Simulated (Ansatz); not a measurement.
A structure relaxed at r2SCAN-D4/def2-SVP in Ansatz, charge 0, singlet:

```csv
atom,x (Å),y (Å),z (Å)
Hf1,-0.151,-0.526,-0.665
O2,0.707,0.535,1.980
O3,1.483,0.050,0.865
O4,-1.775,0.247,-1.292
O5,1.245,0.917,-0.260
H6,1.254,1.293,2.262
H7,0.492,-1.530,-2.086
H8,-0.671,-1.718,0.655
H9,-2.584,0.733,-1.458
```

(1) Give its formula.

(2) Summarise the bond lengths by kind (pairs closer than 1.2 times the sum of covalent radii, bridged metal pairs left out).

Answers

(1) the cluster HfO4H4.

(2) 3 × Hf–O 1.91 to 2.31 Å; 2 × O–O 1.44 Å; 2 × H–Hf 1.85 to 1.86 Å; 2 × H–O 0.96 to 0.98 Å. The metal has 6 neighbours: O 2.98 Å, O 2.31 Å, O 1.91 Å, O 2.05 Å, H 1.86 Å, H 1.85 Å.

In the def2 sets Hf takes a core potential; there is no spin–orbit coupling. The structure holds 2 bonds between oxygen atoms, so isomers without such links may lie far lower. Another isomer (singlet) lies 4.77 eV lower at PBE0-D4/def2-TZVP; other spin states weren't run for this one.
